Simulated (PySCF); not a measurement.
A structure optimised at PBE0-D3(BJ)/def2-SVP, used in a PySCF frequency run:

```xyz
8

N     -1.3480     0.5443     1.6256
Si    -0.0162     0.5787     0.5667
O      0.0762     1.9973    -0.2499
F      1.2754     0.3368     1.5046
Br     0.0350    -0.9787    -0.9950
H     -2.2887     0.6377     1.2589
H     -1.3240    -0.0889     2.4178
H     -0.0376     2.7841     0.2943
```

### Question
Write its SMILES and formula.

### Answer
N[Si](O)(F)Br, BrFH3NOSi

### Question
What are its rotational constants (standard atomic weights)?

### Answer
3.8532, 1.5102, 1.4896 GHz
